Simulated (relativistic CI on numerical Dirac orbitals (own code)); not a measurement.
# Hyperfine structure of K⁹⁺, mass number 40

Method of calculation: Dirac-Coulomb-Breit CI, orbitals from a KLI potential per configuration, a model potential for QED, unscaled Slater integrals (own radial code, finite nucleus).

Configurations in the expansion (outside the closed core 1s2): 2s2.2p6, 2s2.2p5.3s, 2s2.2p5.3p, 2s2.2p5.3d, 2s.2p6.3s, 2s.2p6.3p, 2s2.2p5.4s, 2s2.2p5.4p, 2s.2p6.3d, 2s2.2p5.4d, 2s2.2p5.4f, 2s2.2p4.3s2, 2s2.2p4.3s.3p, 2s.2p6.4s, 2s2.2p4.3p2, 2s.2p6.4p. Levels of other configurations are missing.

Nuclear spin I = 4, μ = -1.29797 μN, Q = -0.075 b (tables of Stone and Pyykkö). The electronic factors are computed for point nuclear moments, without core polarisation or the Bohr-Weisskopf and QED corrections.

```tsv
Level	E (cm⁻¹)	A (MHz)	B (MHz)
2s2.2p5.3s 3P°_2	2391748	-4407	1160
2s2.2p5.3s 3P°_1	2399806	-2017	-39.2
2s2.2p5.3s 1P°_1	2423314	-10760	617
2s2.2p5.3p 3D_3	2551995	-1612	946
2s2.2p5.3p 3D_2	2552600	-2740	1040
2s2.2p5.3p 3D_1	2559898	-3570	541
2s2.2p5.3p 3P_2	2565907	-1679	189
2s2.2p5.3p 3P_1	2584081	1220	-97.3
```

Levels with J = 0, under 50 % of one LS term, or S terms without an open s electron are left out. Small factors come from cancelling terms and can be off by tens of per cent or more.

At this charge energies of transitions that change n are usually good to better than 1 %, and those within a shell (Δn = 0) to a few per cent.

Task: Give the hyperfine levels of 2s2.2p5.3s 3P°_2 relative to its centre of gravity.

Result: With K = F(F + 1) − I(I + 1) − J(J + 1), E = AK/2 + B[¾K(K + 1) − I(I + 1)J(J + 1)]/[2I(2I − 1)J(2J − 1)]: F = 2: 44640, F = 3: 30910, F = 4: 12890, F = 5: -9177, F = 6: -34970 MHz.

LS names give the leading component of a level, which can be under half, so a name can repeat, a term be missing and a line seem to break the LS rules.
